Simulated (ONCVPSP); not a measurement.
## Plane-wave convergence, ONCV potential for Cu (Z = 29)

```
Element                 : Cu
Generator               : ONCVPSP 4.0.1
Type                    : optimised norm-conserving Vanderbilt (ONCV)
Functional              : LDA (Perdew-Wang 92)
Relativity              : fully relativistic
Frozen core             : [Ne]
Valence charge          : 19
Reference configuration : 3s2 3p6 3d10 4s1
Partial waves           : 3s+4s: rc 1.45 bohr, ncon 4, nbas 9, qcut 7.9 1/bohr, 2 projectors; 3p: rc 0.95 bohr, ncon 3, nbas 6, qcut 16 1/bohr, 2 projectors, debl 1.2 Ha; 3d: rc 0.90 bohr, ncon 4, nbas 8, qcut 20.9 1/bohr, 2 projectors, debl 2.3 Ha
Local potential         : polynomial inside 0.55 bohr (lpopt 5, dvloc0 0 Ha)
Core correction         : Teter function fitted to the true core (icmod 2), fcfact 0.15
```

Open shells are filled in proportion to 2j + 1.

In the p channel the program set the typed energies aside and used -2.615, 0.250 Ha (j = l + 1/2; the other j can differ).

Question: For each optimised wave give the share of its norm inside rc, the residual kinetic energy above qcut (Ha) and the cutoffs (Ha) for errors of 10, 1, 0.1 and 0.01 mHa per electron.

Answer:

```json
{"wave": "3s", "norm inside rc": "0.985", "residual KE": "2.5e-07", "10 mHa": "13.6", "1 mHa": "17.8", "0.1 mHa": "21.2", "0.01 mHa": "24.2"}
{"wave": "4s", "norm inside rc": "0.068", "residual KE": "3.9e-06", "10 mHa": "8.8", "1 mHa": "12.8", "0.1 mHa": "16.1", "0.01 mHa": "27.5"}
{"wave": "3p j=3/2", "norm inside rc": "0.771", "residual KE": "1.3e-07", "10 mHa": "33.6", "1 mHa": "66.9", "0.1 mHa": "90.7", "0.01 mHa": "106.1"}
{"wave": "p projector 2 j=3/2", "norm inside rc": "0.035", "residual KE": "1.5e-08", "10 mHa": "24.7", "1 mHa": "34.7", "0.1 mHa": "67.9", "0.01 mHa": "92.2"}
{"wave": "3p j=1/2", "norm inside rc": "0.782", "residual KE": "1.2e-07", "10 mHa": "34.7", "1 mHa": "63.1", "0.1 mHa": "89.7", "0.01 mHa": "105.7"}
{"wave": "p projector 2 j=1/2", "norm inside rc": "0.034", "residual KE": "1.5e-08", "10 mHa": "25.5", "1 mHa": "35.7", "0.1 mHa": "64.1", "0.01 mHa": "91.4"}
{"wave": "3d j=5/2", "norm inside rc": "0.524", "residual KE": "1.3e-05", "10 mHa": "115.6", "1 mHa": "142.5", "0.1 mHa": "166.4", "0.01 mHa": "368.8"}
{"wave": "d projector 2 j=5/2", "norm inside rc": "0.054", "residual KE": "6.3e-09", "10 mHa": "96.4", "1 mHa": "127.6", "0.1 mHa": "153.4", "0.01 mHa": "173.8"}
{"wave": "3d j=3/2", "norm inside rc": "0.530", "residual KE": "1.1e-05", "10 mHa": "110.8", "1 mHa": "135.9", "0.1 mHa": "157.4", "0.01 mHa": "269.1"}
{"wave": "d projector 2 j=3/2", "norm inside rc": "0.054", "residual KE": "1.9e-09", "10 mHa": "93.8", "1 mHa": "123.7", "0.1 mHa": "148.6", "0.01 mHa": "169.3"}
```

The occupied waves need 142 Ha and 166 Ha for 1 and 0.1 mHa. 2 of 4 tests not solved or not reliable.
